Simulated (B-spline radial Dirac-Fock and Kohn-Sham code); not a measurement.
Isotope-shift constants of the inner levels of Tl³⁺

System: Tl³⁺, [Xe] 4f14 5d10.

Calculated with a radial B-spline solver, using first-order field-shift and mass-shift constants from Dirac-Fock ground and hole states with a Fermi nucleus; the mass shift has no relativistic recoil terms. A binding energy shifts by δE = F·δ⟨r²⟩ + (K_N + K_S)·δ(1/M); F is taken for a change of radius at fixed skin thickness and so holds the higher radial moments.

```csv
level,F (meV/fm²)
K (1s),-1546
L1 (2s),-234.1
L2 (2p1/2),-7.111
L3 (2p3/2),8.906
M1 (3s),-53.86
M2 (3p1/2),-1.793
M3 (3p3/2),2.474
M4 (3d3/2),2.304
M5 (3d5/2),2.167
```

The mass shift is not given and not included below: at this Z its relativistic corrections are large. It matters little for K lines but can be comparable with the field shift of L lines.

Field shifts alone in meV from A = 205 (mass 204.9744 u, rms radius 5.4759 fm); radii from Angeli and Marinova (2013).

```csv
A,mass (u),radius (fm),Kα1,Kα2,Kβ1,Lα1
190,189.9738,5.4121,+1080.1,+1069.0,+1075.6,-4.7
191,190.9718,5.4169,+999.3,+989.0,+995.1,-4.3
192,191.9722,5.4191,?,?,?,?
195,194.9698,5.4325,+736.1,+728.5,+733.1,-3.2
196,195.9705,5.4327,+732.7,+725.2,+729.7,-3.2
199,198.9699,5.4479,+475.6,+470.7,+473.6,-2.1
201,200.9708,5.4573,+316.2,+312.9,+314.9,-1.4
202,201.9721,5.4595,+278.8,+276.0,+277.7,-1.2
203,202.9723,5.4666,+158.2,+156.6,+157.6,-0.7
208,207.9820,5.4946,-319.0,-315.7,-317.7,+1.4
```

Q: What are the shifts for A = 192?

A: Kα1 +962.2 meV; Kα2 +952.3 meV; Kβ1 +958.2 meV; Lα1 -4.2 meV.
